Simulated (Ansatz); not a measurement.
GeClF (SMILES [F][Ge][Cl]): the vertical energy of the triplet above the singlet from total energies

GeClF: 3 atoms, total charge 0, spin state singlet. As SMILES, `[F][Ge][Cl]`. Geometry: relaxed at PBE0-D4/def2-TZVP.

```csv
atom,x (Å),y (Å),z (Å)
F,0.1104,1.4187,0.2062
Ge,-0.7628,0.0356,-0.4103
Cl,0.6416,-1.5191,0.1910
```

Both states at this one shape; open shells run unrestricted unless said. 1 Eh = 27.2114 eV.

```
                             level  program  singlet GeClF (Eh)  triplet GeClF (Eh)
                         HF/STO-3G   Ansatz        -2604.415172        -2604.335613
                          HF/3-21G   Ansatz        -2621.630464        -2621.535637
B3LYP/6-31G* (spherical functions)   Ansatz        -2636.877466        -2636.755188
```

Work out the vertical gap, second state less first, at each level.


1. HF/STO-3G: -2604.335613 − (-2604.415172) = 0.079559 Eh = 2.16 eV.
2. HF/3-21G: -2621.535637 − (-2621.630464) = 0.094827 Eh = 2.58 eV.
3. B3LYP/6-31G* (spherical functions): -2636.755188 − (-2636.877466) = 0.122278 Eh = 3.33 eV.

No measured value is set beside it here; the levels span 2.16 to 3.33 eV. Hartree–Fock favours the state with fewer electron pairs, since it lacks pair correlation. Minimal sets are far from the basis-set limit. All-electron rows are non-relativistic unless named.
